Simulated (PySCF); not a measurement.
# PBE on Ne²⁺ (neon, charge +2)

Configuration: [He] 2s2 2p3 3d1, high-spin 5D determinant (an excited configuration). All numbers are calculated (PySCF 2.14, no relativity, point nucleus, in aug-cc-pV5Z).

| Quantity | Value |
| --- | --- |
| Total energy | -124.7477 hartree |
| One-electron energy | -160.5762 hartree |
| Hartree (Coulomb) energy | 46.6774 hartree |
| Exchange-correlation energy | -10.8488 hartree |
| Kinetic energy | 124.77190 hartree |
| ⟨S²⟩ | 6.0008 |
| ⟨L²⟩ | 6.001 |
| Sum of ⟨r⟩ | 6.713 bohr |
| Sum of ⟨r²⟩ | 10.87 bohr² |
| Traceless quadrupole moment −½Σ⟨3z² − r²⟩ along its main axis | 2.05 e·bohr² |
| Density at the nucleus (Gaussians lack the cusp) | 623 bohr⁻³ |
| Spin density at the nucleus | -0.498 bohr⁻³ |
| Langevin diamagnetic susceptibility | -8.61 ×10⁻⁶ cm³/mol |

```tsv
shell	electrons	mean orbital energy (eV)	spread (eV)	rms radius, mean of both spins (bohr)
1s α	1	-902.28	0	0.183
1s β	1	-898.74	0	0.183
2s α	1	-94.517	0	0.875
2s β	1	-86.027	0	0.875
2p α	3	-72.132	0.203	0.836
3d α	1	-10.990	0	2.68
```

The outer electron is Rydberg-like, and this basis confines it to a smaller radius and binds it less than a complete one would.
